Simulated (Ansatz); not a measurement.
Cl2H2NOSi (`N[Si]([O])(Cl)Cl`) radical. The species carries charge 0 and has multiplicity 2.

```xyz
7

N    -0.853   -0.252    0.598
Si    0.528    0.152   -0.319
O    -0.089    0.133   -1.813
Cl    1.224    1.972    0.242
Cl    1.980   -1.233   -0.029
H    -1.201   -1.200    0.593
H    -1.588    0.428    0.728
```

(1) What are the harmonic wavenumbers in cm⁻¹ at PBE0-D4/def2-TZVP (Ansatz, finite differences of forces, unscaled)? (Estimate.)

(2) Is this a minimum?

(3) Give the ideal-gas thermochemistry at 298.15 K and 1 bar (rigid rotor, harmonic oscillator; point group Cs, symmetry number 1).

(4) Rotational constants (cm⁻¹)?

Results:

(1) The calculation gave: 111, 161, 222, 259, 263, 290, 456, 504, 596, 827, 831, 928, 1569, 3586, 3689.

(2) Yes, all 15 modes are real.

(3) Zero-point energy 85.5 kJ/mol; H(298) − E = 106.1 kJ/mol; entropy 354.6 J/(mol·K), of which translation 169.7, rotation 116.8, vibration 62.4, electronic 5.8; G(298) − E = 0.4 kJ/mol.

(4) 0.09775, 0.06777, 0.05373.
